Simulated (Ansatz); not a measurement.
Reaction (formal hydrolysis of a Ge–Br bond): `[BH2][GeH2][Br]` + H₂O → `[BH2][GeH2][OH]` + HBr

Program: Ansatz. Geometries: PBE0-D4/def2-TZVP. ΔE: electronic, gas phase. CBS: MP2 limit from def2 TZ/QZ plus the TZ coupled-cluster correction, frozen cores. This one scheme is used for every species. Functionals use def2-TZVPP. For Br, Ge outer-core shells are correlated without core-valence functions, which leaves a few kJ/mol of doubt a bond. Scalar relativity is left out up to krypton. Each species was taken in one conformer, which may not be the lowest.

CCSD(T)/CBS gives +15.8 kcal/mol.

(1) Another level gave +15.6 kcal/mol. Which?
A. PBE0-D4/def2-TZVPP
B. CAM-B3LYP/def2-TZVPP
C. LC-ωPBE/def2-TZVPP
D. r2SCANh/def2-TZVPP

Largest T1 diagnostic among the species: 0.012.

Results:

(1) D. r2SCANh 15.6, LC-ωPBE 14.6, PBE0-D4 16.7, CAM-B3LYP 13.5 kcal/mol.

Leaving LDA and LC-ωPBE aside and taking each functional with its dispersion term where it has one, the values, not all of them listed here, spread over 3.2 kcal/mol, from B97M-V to HSE06-D4. LDA lies −0.8 kcal/mol from PBE without D4. From r2SCAN to r2SCAN0 (25 % exact exchange), in def2-TZVPP and without D4, ΔE moves by +1.1 kcal/mol.
